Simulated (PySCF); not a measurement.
**Nuclear quadrupole coupling in `CS[C@@H](C[SiH2]F)[SiH2]F`**

C₃H₁₀F₂SSi₂.
Z-matrix (Å and degrees, GFN2-xTB geometry), rows numbered from 1:
```
C 
S   1  1.8151
C   2  1.8481  1   99.96
C   3  1.5253  2  110.27  1   124.69
Si  4  1.9017  3  112.59  2   -59.20
F   5  1.6182  4  106.06  3   -42.91
Si  3  1.8996  2  106.41  1  -110.66
F   7  1.6153  3  107.28  2   179.26
H   1  1.0867  2  109.55  3    62.87
H   1  1.0852  2  106.68  3  -178.14
H   1  1.0861  2  109.48  3   -59.06
H   3  1.0912  2  104.80  1     7.41
H   4  1.0935  3  107.90  2   178.77
H   4  1.0911  3  109.25  2    63.33
H   5  1.4519  4  114.27  3    71.54
H   5  1.4541  4  111.57  3  -156.12
H   7  1.4516  3  110.92  2   -65.78
H   7  1.4536  3  110.97  2    64.57
```

Field gradients from the PBE0/pcSseg-1 density (PySCF, non-relativistic), principal values in atomic units, ordered |Vxx| ≤ |Vyy| ≤ |Vzz|:

| atom | Vxx | Vyy | Vzz |
| --- | --- | --- | --- |
| S2 | 0.5203 | 2.3993 | -2.9196 |

**Question.** Find the asymmetry η = (Vxx − Vyy)/Vzz and the couplings χ = eQV/h (234.96 MHz × Q in barn × V in au), with Q(33S) = −0.0678 b.

**Answer.** 
```
atom     environment  nucleus     η  χzz (MHz)  χxx (MHz)  χyy (MHz)
  S2  sulfide sulfur      33S  0.64      46.51      -8.29     -38.22
```

**Question.** What is Vzz at S2 in SI units (1 au = 9.71736 × 10²¹ V/m²)?

**Answer.** -2.9196 au = -28.371 × 10²¹ V/m².

**Question.** And the gradient at the other heavy atoms, for which no coupling is worked out here?

**Answer.** 
```json
{"atom": "C1", "environment": "S-methyl carbon", "Vzz (au)": "0.293", "η": "0.10"}
{"atom": "C3", "environment": "sp3 carbon bound to sulfur", "Vzz (au)": "0.298", "η": "0.54"}
{"atom": "C4", "environment": "sp3 carbon bound to silicon", "Vzz (au)": "0.111", "η": "0.72"}
{"atom": "Si5", "environment": "fluorine-bound silicon", "Vzz (au)": "0.836", "η": "0.21"}
{"atom": "F6", "environment": "silicon-bound fluorine", "Vzz (au)": "1.265", "η": "0.06"}
{"atom": "Si7", "environment": "fluorine-bound silicon", "Vzz (au)": "0.786", "η": "0.32"}
{"atom": "F8", "environment": "silicon-bound fluorine", "Vzz (au)": "1.238", "η": "0.07"}
```

**Question.** What couplings would deuterons (Q(2H) = 0.00286 b) have in place of the hydrogens, at this geometry?

**Answer.** 
```
atom  bonded to  bond length (Å)  Vzz (au)     η  χzz (kHz)
  H9         C1            1.087    0.3129  0.03        210
 H10         C1            1.085    0.3171  0.05        213
 H11         C1            1.086    0.3083  0.03        207
 H12         C3            1.091    0.3025  0.05        203
 H13         C4            1.093    0.3043  0.03        204
 H14         C4            1.091    0.3093  0.04        208
 H15        Si5            1.452    0.1673  0.05        112
 H16        Si5            1.454    0.1653  0.02        111
 H17        Si7            1.452    0.1673  0.01        112
 H18        Si7            1.454    0.1661  0.01        112
```

The structure is a single GFN2-xTB conformer in the gas phase; no vibrational or solvent corrections. GFN2-xTB bond lengths can be off by several hundredths of an ångström, more for odd bonds, and the gradients follow them. A larger basis could move these couplings by a tenth or more.
